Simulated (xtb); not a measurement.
CH4Ge, SMILES [CH3][GeH] (connectivity only; charge and spin as stated), neutral, multiplicity 1. All values are semi-empirical tight-binding results from xtb (GFN2-xTB unless named), good for trends rather than for accurate numbers. Geometry optimised at GFN2-xTB.

For metal compounds this method's bond lengths and energies can be far off.

The point group as xtb finds it is Cs and the orbital gap is 2.86 eV. The zero-point energy is 24.7 kcal/mol and the G − E(el) at 298.15 K (modified RRHO) is 8.6 kcal/mol.
